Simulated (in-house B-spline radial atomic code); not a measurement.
Spin-orbit splittings of orbital energies (j = l + 1/2 less j = l - 1/2) and ratios of mean radii (lower j over upper j) along the 38-electron series, configuration [Kr] 4d2. Computed with a B-spline radial code for spherical atoms: Dirac-Hartree-Fock, average of the configuration, finite nuclei.

```csv
ion,Z,splitting of 3d (eV),radius ratio of 3d,splitting of 3p (eV),radius ratio of 3p,splitting of 4p (eV),radius ratio of 4p
Zr2+,40,2.5902,0.99239,14.316,0.97869,1.9004,0.97973
Nb3+,41,2.9863,0.99213,16.226,0.9778,2.3167,0.9798
Mo4+,42,3.4266,0.99185,18.33,0.97688,2.7966,0.97971
Tc5+,43,3.9145,0.99155,20.642,0.97594,3.3434,0.97949
Ru6+,44,4.4532,0.99124,23.176,0.97497,3.9611,0.97917
Rh7+,45,5.0462,0.99091,25.947,0.97398,4.6546,0.97876
Pd8+,46,5.6972,0.99057,28.971,0.97296,5.4291,0.97829
Ag9+,47,6.4097,0.99022,32.264,0.97191,6.2902,0.97776
Cd10+,48,7.1875,0.98986,35.842,0.97083,7.2438,0.97718
In11+,49,8.0346,0.98948,39.723,0.96973,8.296,0.97655
Sn12+,50,8.9551,0.98909,43.926,0.9686,9.4534,0.97589
Sb13+,51,9.953,0.98869,48.469,0.96744,10.723,0.97519
Te14+,52,11.033,0.98828,53.372,0.96625,12.111,0.97445
I15+,53,12.198,0.98785,58.657,0.96503,13.626,0.97368
Xe16+,54,13.455,0.98742,64.343,0.96378,15.276,0.97288
Cs17+,55,14.807,0.98697,70.455,0.9625,17.067,0.97205
Ba18+,56,16.259,0.98652,77.014,0.96119,19.01,0.97119
La19+,57,17.815,0.98605,84.046,0.95985,21.112,0.97031
Ce20+,58,19.482,0.98557,91.575,0.95848,23.384,0.96939
Pr21+,59,21.265,0.98508,99.628,0.95708,25.833,0.96845
Nd22+,60,23.167,0.98458,108.23,0.95564,28.471,0.96747
Pm23+,61,25.196,0.98407,117.42,0.95417,31.308,0.96648
Sm24+,62,27.356,0.98355,127.21,0.95267,34.355,0.96545
Eu25+,63,29.654,0.98302,137.65,0.95114,37.622,0.96439
Gd26+,64,32.094,0.98248,148.75,0.94957,41.122,0.96331
```

Q: With what power of Z does the column «splitting of 3d (eV)» change over this range?

A: A fit of the logarithm of its size against log Z from Z = 40 to 64 has slope 5.34. An unscreened hydrogenic electron would give 4 at low Z; screening makes the apparent power larger near the neutral end, and relativity raises it again at high Z.
